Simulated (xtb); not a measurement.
GeI₄, charge -1, doublet, at a GFN2-xTB geometry (a state made from the parent by changing its charge; the spin is typed, not shown lowest). Base run: xtb with GFN0-xTB.

Input for xtb:
```
$ xtb mol.xyz --gfn 0 --chrg -1 --uhf 1 --json

# file mol.xyz
5

I     -1.01498190     2.44307870    -0.83070020
Ge    -0.00000000    -0.00000000    -0.00000000
I     -1.89317457    -1.98061983    -0.42652050
I      0.61477469     0.12473657     2.70099564
I      2.29338179    -0.58719544    -1.44377495
```

The base run was repeated with changes; each row names its change, and settings that it needs were set with it.

| change | ΔE vs base (kJ/mol) |
|---|---|
| base | 0.00 |
| acc = 0.1 | 0.00 |
| etemp = 10 | 0.00 |
| etemp = 3000 | -1.59 |
| etemp = 1000 | 0.00 |
| acc = 30 | 0.00 |
